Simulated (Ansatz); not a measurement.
Consider the formal hydrolysis of a C–Al bond: `[NH2][AlH][C](=O)O[SiH3]` + H₂O → `O=C(O)O[SiH3]` + `[NH2][AlH2]`.

Program: Ansatz. Geometries: PBE0-D4/def2-TZVP. ΔE: electronic, gas phase. CBS: MP2 limit from def2 TZ/QZ plus the TZ coupled-cluster correction, frozen cores. This one scheme is used for every species. DFT in def2-TZVPP. B3LYP here is the variant with VWN-RPA as its local correlation; programs differ in this. One conformer a species, not always the lowest.

```tsv
level	ΔE (kJ/mol)
PBE-D4	-2.0
B3LYP-D4	-3.1
B2PLYP	-4.8
MP2/def2-TZVPP	1.0
SCS-MP2/def2-TZVPP	-2.8
SCS-MP2/def2-QZVPP	1.6
HF/CBS(def2)	-34.7
MP2/CBS(def2)	8.1
```

(1) What does CCSD(T)/CBS give? (Best estimate.)

Largest T1 diagnostic among the species: 0.016.

Results:

(1) The calculation gave: +5.5 kJ/mol. The listed levels differ from it by -7.5, -8.6, -10.3, -4.5, -8.3, -3.9, -40.2, 2.6 kJ/mol.

In def2-TZVPP, CCSD(T) changes the Hartree–Fock value by +34.2 kJ/mol (the triples alone add +4.5 kJ/mol) and MP2 by +36.9 kJ/mol. The D4 term adds +5.6 kJ/mol with B3LYP and +3.4 kJ/mol with PBE0; it sums over pairs of atoms, weighted by their polarisabilities, and B3LYP, whose exchange is more repulsive, gets the larger term. From PBE to PBE0 (25 % exact exchange), in def2-TZVPP and without D4, ΔE moves by −9.0 kJ/mol.
